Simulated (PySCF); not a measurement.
C8H5N5, SMILES C1=CC2=NC=NC3=NC=CC(=N1)N23.

Geometry: B3LYP-D3(BJ)/def2-SVP.

The numbers are results of TDA-ωB97X/def2-SVP in PySCF, not measurements.

Vertical excitations. Gas-phase values at a fixed geometry. State labels are in the subgroup Cs.

Computed UV-visible absorptions:
| state | symmetry | energy (eV) | λ (nm) | f | main pairs |
|---|---|---|---|---|---|
| S1 | A' | 2.65 | 467 | 0.003 | HOMO→LUMO 96 % |
| S2 | A" | 4.27 | 291 | 0.000 | HOMO−1→LUMO 78 % |
| S3 | A" | 4.75 | 261 | 0.000 | HOMO−2→LUMO 67 %, HOMO−2→LUMO+1 17 % |
| S4 | A" | 4.83 | 257 | 0.000 | HOMO−3→LUMO 74 % |
| S5 | A' | 4.88 | 254 | 0.352 | HOMO→LUMO+1 92 % |
| S6 | A' | 5.00 | 248 | 0.428 | HOMO→LUMO+2 92 % |
| T1 | A' | 2.32 | 535 | 0 | HOMO→LUMO 95 % |
| T2 | A' | 3.11 | 398 | 0 | HOMO→LUMO+1 89 % |
Triplets are in the Tamm–Dancoff approximation.
